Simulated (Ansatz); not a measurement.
Level of theory: Ansatz (an electronic-structure program) with PBE-D3(BJ)/def2-SVP. No frequencies were computed at this level.

Ansatz 0.2 input:
```yaml
crystal:
  periodic: [false, false, false]
  atoms:
    - { symbol: F, position_ang: [-0.927223, -1.463523, 0.001041] }
    - { symbol: Ga, position_ang: [-0.000123, -0.00025, -0.000275] }
    - { symbol: F, position_ang: [-0.803523, 1.534643, -0.001129] }
    - { symbol: F, position_ang: [1.730869, -0.070869, 0.000361] }
basis:
  gaussian: { orbitals: def2-svp }
hamiltonian:
  xc: pbe
  dispersion: d3bj
relax:
  max_steps: 150
```

Output:

```
Functional definition: PBE
799 factors; their error is unknown
mean field evaluation 1: about -60496.1922 eV, gradient 6.7e1 eV
mean field evaluation 2: about -60460.1100 eV, gradient 1.6e2 eV
mean field evaluation 4: about -60502.9016 eV, gradient 3.9e0 eV
mean field evaluation 8: about -60502.9178 eV, gradient 8.8e-2 eV
mean field evaluation 16: about -60502.8696 eV, gradient 2.1e-5 eV
mean field -60502.86964626 eV, -2223.4394491820 hartree, gradient 2.1e-5 eV, S^2 0.000000; 0 other end points of the search recorded, 0 dependent functions left out
reference -60502.86968372 eV, -2223.4394505586 hartree; 29, 29 occupied and 45, 45 virtual orbitals, 799 factors
relax step   1: F+E_penalty+E_count = -60502.90578228 eV  Δ(F+E_penalty+E_count) = +0.000e0 eV  max|allowed force component| = 4.224e-1 eV/Å  Δτ_max = 0.0000 Å  (23 SCF iters, accepted)
these checks for a lower state are left out or cut short: starts, cluster_reference, orbital_swaps, neighbouring_geometries, increment
799 factors; their error is unknown
mean field -60502.87591172 eV, -2223.4396794334 hartree, gradient 2.4e-5 eV, S^2 0.000000; 0 other end points of the search recorded, 0 dependent functions left out
reference -60502.87594913 eV, -2223.4396808083 hartree; 29, 29 occupied and 45, 45 virtual orbitals, 799 factors
relax step   2: F+E_penalty+E_count = -60502.91195440 eV  Δ(F+E_penalty+E_count) = -6.172e-3 eV  max|allowed force component| = 1.850e-1 eV/Å  Δτ_max = 0.0158 Å  (23 SCF iters, accepted)
these checks for a lower state are left out or cut short: starts, cluster_reference, orbital_swaps, neighbouring_geometries, increment
799 factors; their error is unknown
mean field -60502.87111101 eV, -2223.4395030108 hartree, gradient 5.0e-5 eV, S^2 0.000000; 0 other end points of the search recorded, 0 dependent functions left out
reference -60502.87114841 eV, -2223.4395043850 hartree; 29, 29 occupied and 45, 45 virtual orbitals, 799 factors
relax step   3: F+E_penalty+E_count = -60502.90700470 eV  Δ(F+E_penalty+E_count) = +4.950e-3 eV  max|allowed force component| = 2.336e-1 eV/Å  Δτ_max = 0.0552 Å  (23 SCF iters, rejected (line search))
these checks for a lower state are left out or cut short: starts, cluster_reference, orbital_swaps, neighbouring_geometries, increment
799 factors; their error is unknown
mean field -60502.87861743 eV, -2223.4397788665 hartree, gradient 2.3e-5 eV, S^2 0.000000; 0 other end points of the search recorded, 0 dependent functions left out
reference -60502.87865479 eV, -2223.4397802393 hartree; 29, 29 occupied and 45, 45 virtual orbitals, 799 factors
relax step   4: F+E_penalty+E_count = -60502.91458230 eV  Δ(F+E_penalty+E_count) = -2.628e-3 eV  max|allowed force component| = 1.642e-3 eV/Å  Δτ_max = 0.0152 Å  (23 SCF iters, accepted)
799 factors; their error is unknown
mean field evaluation 32: about -60502.9300 eV, gradient 4.0e-2 eV
mean field -60502.87861743 eV, -2223.4397788665 hartree, gradient 2.3e-5 eV, S^2 0.000000; 1 other end points of the search recorded, 0 dependent functions left out
reference -60502.87865479 eV, -2223.4397802393 hartree; 29, 29 occupied and 45, 45 virtual orbitals, 799 factors
Total energy: -60502.91461965 eV, -2223.4411019237 hartree
Atom 0 at    -0.934657    -1.475298     0.000859 Å, force    -0.000554    -0.000996     0.000547 eV/Å
Atom 1 at    -0.000052    -0.000110     0.000295 Å, force     0.000781     0.001484    -0.001642 eV/Å
Atom 2 at    -0.810148     1.547007    -0.001329 Å, force    -0.000621     0.000098     0.000547 eV/Å
Atom 3 at     1.744858    -0.071598     0.000173 Å, force     0.000394    -0.000586     0.000547 eV/Å
Dipole moment:    -0.000106    -0.000226     0.000470 e Å
```

Cost: roughly 5 core-seconds.
